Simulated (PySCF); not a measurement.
Br₂Sn, charge +1, doublet, geometry from GFN2-xTB of the parent state (such geometries of metal compounds can be far from the true shape) (a state made from the parent by changing its charge; the spin is typed, not shown lowest) (all electrons, no relativity); PBE0/3-21G (PySCF).

Here is a job for PySCF.
```python
from pyscf import gto, scf, dft

mol = gto.M(
    atom='''
Sn   -0.025257    0.003540    1.259448
Br    0.858150    1.385748   -0.886661
Br   -0.822069   -1.390805   -0.912550
''',
    basis='3-21g',
    charge=1,
    spin=1,
    verbose=5,
)

mf = dft.ROKS(mol)
mf.xc = 'pbe0'
mf.kernel()
mf.analyze()
```

Output, abridged:

```
PySCF version 2.14.0

[INPUT] verbose = 5
[INPUT] max_memory = 4000
[INPUT] num. atoms = 3
[INPUT] num. electrons = 119
[INPUT] charge = 1
[INPUT] spin (= nelec alpha-beta = 2S) = 1
[INPUT] symmetry False subgroup None
[INPUT] Mole.unit = angstrom
[INPUT] Symbol           X                Y                Z      unit          X                Y                Z       unit  Magmom
[...]
[INPUT] ---------------- BASIS SET ----------------
[INPUT] l, kappa, [nprim/nctr], expnt,             c_1 c_2 ...
[INPUT] Br
[...]
                                923.69743         0.372041
                                202.52031         0.685873
[...]
                                58.25357          0.093145
                                18.46933          0.961679
[...]
                                6.821752          0.280266
                                2.291629          0.902036
[...]
                                0.499354          1.336012
[...]
                                58.25357          0.601056
                                18.46933          0.41287
[...]
                                6.821752          0.48661
                                2.291629          0.582423
[...]
                                0.499354          0.98407
[...]
                                8.900831          0.511748
                                2.428436          0.575915
[INPUT] Sn
[...]
                                1928.4692         0.367293
                                423.80797         0.690545
[...]
                                124.9537          0.082863
                                40.39576          0.970151
[...]
                                23.83588          0.066056
                                7.048296          1.081987
[...]
                                2.69304           0.461029
                                1.025958          0.828558
[...]
                                0.203409          1.229226
[...]
                                124.9537          0.611011
                                40.39576          0.395155
[...]
                                23.83588          0.539968
                                7.048296          0.660482
[...]
                                2.69304           0.506719
                                1.025958          0.552911
[...]
                                0.203409          0.990591
[...]
                                30.131576         0.487591
[...]
converged SCF energy = -11121.1448354712
Total Energy =                      -11121.144835471202896
[...]
1 Br 4py         0.00448  -0.00279   0.00669   0.01323  -0.00412
1 Br 4pz        -0.00700   0.00010  -0.00073  -0.00638  -0.01643
1 Br 5px         0.26246   0.60469   0.03983  -0.05471  -0.28897
1 Br 5py         0.42308  -0.36613   0.09075  -0.07210  -0.47639
1 Br 5pz        -0.28620   0.01321   0.69456   0.50813   0.02681
1 Br 3dxy        0.00044  -0.00032  -0.00013   0.00076   0.00254
1 Br 3dyz        0.00061  -0.00025  -0.00096  -0.00275  -0.00093
1 Br 3dz^2      -0.00085   0.00002   0.00154   0.00177  -0.00070
1 Br 3dxz        0.00039   0.00038  -0.00064  -0.00175  -0.00060
1 Br 3dx2-y2    -0.00024  -0.00064   0.00009  -0.00033  -0.00131
2 Br 1s          0.00033  -0.00000  -0.00011   0.00051  -0.00054
2 Br 2s         -0.00296   0.00000   0.00067  -0.00371   0.00343
2 Br 3s          0.00155  -0.00000   0.00041   0.00077  -0.00012
2 Br 4s         -0.00832   0.00000   0.00735  -0.02424   0.01727
2 Br 5s          0.39818  -0.00006  -0.08155   0.47246  -0.42839
2 Br 2px         0.00081   0.00201  -0.00022  -0.00019   0.00134
2 Br 2py         0.00137  -0.00122  -0.00027  -0.00039   0.00222
2 Br 2pz         0.00094   0.00004   0.00256  -0.00209   0.00034
2 Br 3px        -0.00326  -0.00744   0.00077   0.00044  -0.00324
2 Br 3py        -0.00552   0.00450   0.00096   0.00095  -0.00537
2 Br 3pz        -0.00349  -0.00016  -0.00845   0.00607  -0.00071
2 Br 4px        -0.00259  -0.00461   0.00403  -0.00789  -0.00280
2 Br 4py        -0.00452   0.00279   0.00669  -0.01327  -0.00403
2 Br 4pz        -0.00708  -0.00010   0.00085  -0.00662   0.01635
2 Br 5px        -0.25083  -0.60470   0.06766   0.03430  -0.28772
2 Br 5py        -0.42473   0.36613   0.08686   0.07496  -0.47656
2 Br 5pz        -0.29412  -0.01310  -0.69289   0.50951  -0.03569
2 Br 3dxy        0.00046  -0.00034   0.00017   0.00066  -0.00250
2 Br 3dyz       -0.00060   0.00023  -0.00097   0.00280  -0.00102
2 Br 3dz^2      -0.00087  -0.00001  -0.00157   0.00186   0.00067
2 Br 3dxz       -0.00034  -0.00041  -0.00053   0.00161  -0.00058
2 Br 3dx2-y2    -0.00023  -0.00063  -0.00006  -0.00041   0.00133
 ** Mulliken pop on meta-lowdin orthogonal AOs  **
 ** Mulliken pop  **
 ** Mulliken atomic charges  **
charge of    0Sn =      0.83411
charge of    1Br =      0.08295
charge of    2Br =      0.08294

WARN: System has nonzero charge 1; the dipole moment is origin-dependent.
Location of origin: [0. 0. 0.]

Dipole moment(X, Y, Z, Debye): -0.09591,  0.01348,  4.78355
```
